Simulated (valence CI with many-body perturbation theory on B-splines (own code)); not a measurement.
## Energy levels of In¹⁶⁺

Level of theory: relativistic CI+MBPT: five valence electrons over a frozen Dirac-Fock core [Ar] 3d10, radial functions for each j: 9 s, 9 p, 8 d, 6 f, 3 g, 1 h, with the one-electron correlation potential Σ1 (screened to all orders), the two-electron term Σ2, the three-electron term Σ3, Breit, model QED; selected single and double excitations, second order for the rest, scaled by the run's own slope (own B-spline code, finite nucleus).

No measured levels were compared; by estimate levels hold to about 250 cm⁻¹ or 0.2 % of their energy and the worst to 1 %, as in measured heavy ions of charge 2 to 7; those with d or f electrons hold less well. Among the levels kept, up to 1100 cm⁻¹ of a level comes from second order outside the variational space, and about a tenth of that is noise between levels of different J, which matters for small intervals.

Levels 1 to 34 of 34, with energies above the lowest level, 4s2 4p3 4S°_3/2. "Leading %" is the weight of the configuration and term that name the level; weights of strongly mixed levels are sums over their largest components and can fall short, so below about 35 % the name and the second component can differ from the true leading terms, or belong to a minority configuration. Lifetimes count E1, E2, E3, M1 and M2 decay at the calculated energies, and are blank where another channel may lead or the interval is too uncertain; long ones can be off by a factor of two.

| No. | Configuration | Term | J | E (cm⁻¹) | Leading % | Second component | Lifetime | g |
| --- | --- | --- | --- | --- | --- | --- | --- | --- |
| 1 | 4s2 4p3 | 4S° | 3/2 | 0 | 54 | 29 % 4s2 4p3 2P° |  | 1.616 |
| 2 | 4s2 4p3 | 2D° | 3/2 | 58022 | 56 | 35 % 4s2 4p3 4S° | 248 μs | 1.263 |
| 3 | 4s2 4p3 | 2D° | 5/2 | 77058 | 98 |  | 1.22 ms | 1.199 |
| 4 | 4s2 4p3 | 2P° | 1/2 | 104780 | 97 |  | 155 μs | 0.664 |
| 5 | 4s2 4p3 | 2P° | 3/2 | 160180 | 61 | 27 % 4s2 4p3 2D° | 60.0 μs | 1.253 |
| 6 | 4s 4p4 | 4P | 5/2 | 374200 | 83 | 10 % 4s 4p4 2D | 174 ps | 1.556 |
| 7 | 4s 4p4 | 4P | 3/2 | 414320 | 73 | 12 % 4s 4p4 2D | 88.6 ps | 1.577 |
| 8 | 4s 4p4 | 4P | 1/2 | 419820 | 72 | 21 % 4s 4p4 2S | 88.5 ps | 2.512 |
| 9 | 4s 4p4 | 2D | 3/2 | 464320 | 58 | 18 % 4s 4p4 4P | 59.1 ps | 1.043 |
| 10 | 4s 4p4 | 2D | 5/2 | 482850 | 76 | 10 % 4s 4p4 4P | 82.8 ps | 1.242 |
| 11 | 4s 4p4 | 2S | 1/2 | 521390 | 37 | 34 % 4s 4p4 2P | 24.7 ps | 1.514 |
| 12 | 4s 4p4 | 2P | 3/2 | 530200 | 50 | 22 % 4s2 4p2 4d 2P | 27.7 ps | 1.214 |
| 13 | 4s2 4p2 4d | 4F | 3/2 | 553880 | 64 | 12 % 4s2 4p2 4d 2D | 56.9 ps | 0.627 |
| 14 | 4s2 4p2 4d | 4F | 5/2 | 572470 | 48 | 28 % 4s2 4p2 4d 4D | 80.3 ps | 1.147 |
| 15 | 4s 4p4 | 2S | 1/2 | 592280 | 26 | 22 % 4s 4p4 2P | 50.9 ps | 1.040 |
| 16 | 4s2 4p2 4d | 2F | 5/2 | 600310 | 61 | 30 % 4s2 4p2 4d 4F | 517 ps | 0.945 |
| 17 | 4s2 4p2 4d | 4F | 7/2 | 609200 | 79 | 10 % 4s2 4p2 4d 4D | 2.06 ns | 1.229 |
| 18 | 4s2 4p2 4d | 4D | 3/2 | 613220 | 59 | 21 % 4s2 4p2 4d 4F | 33.1 ps | 1.053 |
| 19 | 4s2 4p2 4d | 4D | 1/2 | 614200 | 69 | 19 % 4s 4p4 2P | 34.4 ps | 0.319 |
| 20 | 4s2 4p2 4d | 2F | 7/2 | 615350 | 48 | 40 % 4s2 4p2 4d 4D | 4.52 ns | 1.236 |
| 21 | 4s2 4p2 4d | 4F | 9/2 | 629490 | 67 | 31 % 4s2 4p2 4d 2G |  | 1.262 |
| 22 | 4s2 4p2 4d | 4D | 5/2 | 636710 | 43 | 27 % 4s2 4p2 4d 2F | 38.3 ps | 1.191 |
| 23 | 4s2 4p2 4d | 2P | 3/2 | 650000 | 51 | 17 % 4s2 4p2 4d 4D | 8.54 ps | 1.239 |
| 24 | 4s2 4p2 4d | 2G | 7/2 | 666940 | 58 | 17 % 4s2 4p2 4d 4D | 64.4 ps | 1.053 |
| 25 | 4s2 4p2 4d | 4P | 5/2 | 675740 | 61 | 18 % 4s2 4p2 4d 2D | 4.33 ps | 1.473 |
| 26 | 4s2 4p2 4d | 4P | 3/2 | 681490 | 49 | 26 % 4s2 4p2 4d 2P | 4.77 ps | 1.435 |
| 27 | 4s2 4p2 4d | 4P | 1/2 | 683030 | 45 | 24 % 4s2 4p2 4d 2P | 4.75 ps | 1.953 |
| 28 | 4s2 4p2 4d | 2F | 7/2 | 692870 | 48 | 30 % 4s2 4p2 4d 4D | 296 ps | 1.189 |
| 29 | 4s2 4p2 4d | 2D | 3/2 | 698680 | 71 | 13 % 4s2 4p2 4d 4P | 13.5 ps | 0.945 |
| 30 | 4s2 4p2 4d | 2G | 9/2 | 704050 | 67 | 31 % 4s2 4p2 4d 4F | 136 μs | 1.181 |
| 31 | 4s2 4p2 4d | 2P | 1/2 | 710220 | 51 | 21 % 4s2 4p2 4d 4P | 5.08 ps | 1.109 |
| 32 | 4s2 4p2 4d | 2D | 5/2 | 716050 | 70 | 22 % 4s2 4p2 4d 2F | 4.25 ps | 1.129 |
| 33 | 4s2 4p2 4d | 2P | 1/2 | 733430 | 75 | 14 % 4s2 4p2 4d 2S | 6.57 ps | 0.980 |
| 34 | 4s2 4p2 4d | 2D | 3/2 | 737610 | 58 | 18 % 4s2 4p2 4d 4P | 4.27 ps | 1.031 |

Names give the largest LS component (configuration and term), which can be under half, so a name can repeat, a term be missing and a line seem to break the LS rules; names also repeat where a configuration has a term twice.

The ionisation energy to 4s2 4p2 3P_0 of the next ion comes out as 426.51 eV (NIST: 425 ± 3 eV (theoretical)). All 34 levels together are meant to be complete up to 738580 cm⁻¹.
